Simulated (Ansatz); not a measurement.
BrH₅N₂Sn, SMILES [NH2][SnH]([Br])[NH2].

Coordinates come from a B3LYP-D3(BJ)/def2-SVP optimisation. The def2 effective core potentials stand for the cores of Sn; spin–orbit coupling is left out. The values are those of a single conformer.

Two levels are set side by side: PBE/def2-SVPD (Ansatz, a quantum-chemistry and plane-wave program) and PBE0/def2-SVPD (Ansatz). Energy differences of separate SCF runs at the same geometry; the states with an electron removed or added have multiplicity 2 and 2. Differences are taken from unrounded values.

```
quantity                           PBE0   PBE  PBE minus PBE0
---------------------------------  ----  ----  --------------
vertical ionisation energy (eV)    9.53  9.04           -0.49
vertical singlet–triplet gap (eV)  4.76  4.19           -0.57
```
